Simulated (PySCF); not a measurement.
Input for PySCF: R-M06-2X/6-31G* on CH5AlO2 (SMILES [CH3][Al]([OH])[OH]), a point of a torsion scan.

```python
from pyscf import gto, scf, dft, mp
from pyscf.data.elements import chemcore

mol = gto.M(
    atom='''
    C    -1.41415508   -0.06488447    0.18420460
    Al    0.46599081    0.16306002   -0.43631578
    O     1.31392610   -1.20357900   -0.79084286
    O     1.07946396    1.68600869   -0.56496720
    H    -1.45253851   -0.65606419    1.09702866
    H    -2.00587686   -0.59688781   -0.55806401
    H    -1.89088035    0.89253872    0.37845287
    H     1.83859100   -1.95973021   -1.00403265
    H     1.43410929    2.55826512   -0.64039542
    ''',
    basis='6-31g*',
    cart=True,
    charge=0, spin=0, verbose=3, max_memory=1800)
mf = dft.RKS(mol, xc='m062x')
mf.conv_tol = 1e-8
mf.max_cycle = 100
mf.kernel()
if not mf.converged:
    mf = mf.newton().run(mf.mo_coeff, mf.mo_occ)
```

Program output:

```
converged SCF energy = -433.962235251496
```

The run converged.

Cost: about 6 core-seconds (a rough figure).
